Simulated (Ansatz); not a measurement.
Diatomic CrPb, multiplicity 9 (lowest of 2S+1 = 1, 3, 5, 7, 9 at CCSD(T)/def2-TZVPP on PBE0 minima; our sources give no spin for the ground state, which may be another). No spin–orbit coupling. Cr is treated without relativity.

The constants come from a fifth-degree fit in 1/R (seven points, main isotopes). In def2 and cc sets the state is the lowest found near the PBE0 minimum, followed along R.

Codes used: Ansatz (a program for electronic structure) with Gaussian orbitals.  In def2 rows elements past Kr take small-core potentials, without spin–orbit coupling.

Energies at B3LYP/def2-TZVPP:

```csv
R (Å),E (hartree)
2.638128,-1237.37654672
2.709046,-1237.37880734
2.774290,-1237.38003520
2.848044,-1237.38066704
2.921798,-1237.38068904
3.006899,-1237.38016127
3.106183,-1237.37903155
```

Q: With a reduced mass of 41.5610 u, find the minimum, the force constant and the constants.

A: A fifth-degree polynomial in 1/R puts the minimum at r_e = 2.8871 Å with force constant 41.5 N/m. Then ω_e = (1/2πc)√(k/μ) = 130 cm⁻¹ and B_e = h/(8π²cμr_e²) = 0.04866 cm⁻¹; the cubic and quartic terms give α_e = 0.00032 and ω_e x_e = 0.72 cm⁻¹.
